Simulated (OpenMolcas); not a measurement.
## Rh7+: effect of the IPEA shift

| Property | Result |
| --- | --- |
| Program | OpenMolcas 26.06 |
| Basis | ANO-RCC-VTZP [7s6p4d2f1g] |
| Scalar Hamiltonian | DKH2, point nucleus |
| Active space | 8 electrons in 8 orbitals (RAS1 4p, at most 2 holes; RAS2 4d) |
| State averaging | 2S+1 = 3 even, 10 roots; 2S+1 = 1 even, 15 roots |
| Spin-orbit coupling | state interaction with AMFI integrals over the reference wave functions, term energies averaged over their components |

Methods on the same reference wave functions:
A. RASSCF
B. SS-RASPT2, IPEA 0 Eh, imaginary shift 0.1 Eh (closed shells correlated: 4s)
C. SS-RASPT2, IPEA 0.25 Eh, imaginary shift 0.1 Eh (closed shells correlated: 4s)

Energies in cm-1 above 4d2 3F2.

| Level | A | B | C |
| --- | --- | --- | --- |
| 4d2 3F2 | 0.0 | 0.0 | 0.0 |
| 4d2 3F3 | 3619 | 3670 | 3670 |
| 4d2 3F4 | 7492 | 7500 | 7500 |
| 4d2 1D2 [64 %] | 16809 | 15130 | 15210 |
| 4d2 3P0 | 17667 | 15530 | 15790 |
| 4d2 3P1 | 19332 | 17190 | 17450 |
| 4d2 3P2 [67 %] | 23194 | 21250 | 21420 |
| 4d2 1G4 | 27763 | 24350 | 24310 |
| 4d2 1S0 | 55492 | 53580 | 53600 |

Between B and C the level of the table that moves most is 4d2 3P1, by 260 cm-1 (lowest in B, highest in C). Moves below CASPT2's spread within the term are not significant.

From A to B the spin-free energies of the other terms of 4d2 shown, above 3F, scale by factors of 0.85 to 0.96, as is usual when dynamic correlation screens the repulsion within a d or f shell.

The lowest spin-free term lies below A's lowest term by 0.201 hartree in B, 0.198 hartree in C.

Term energies are means over components that CASPT2 splits; among the terms shown or strongly mixed into the levels shown the widest spread is 560 cm-1 (4d2 1G, B). Active for correlation alone: 4p; no level in the range computed is led by a configuration that opens it, so any true level of that kind is missing. Without dynamic correlation excited terms often stand tens of per cent too high (terms of higher spin than the ground term too low), and those without a measured partner can miss by more than the paired ones (holds for A). Levels of configurations outside the active space are missing.

A share in square brackets marks a mixed level and gives the weight of the term that names it, the lowest over the columns.
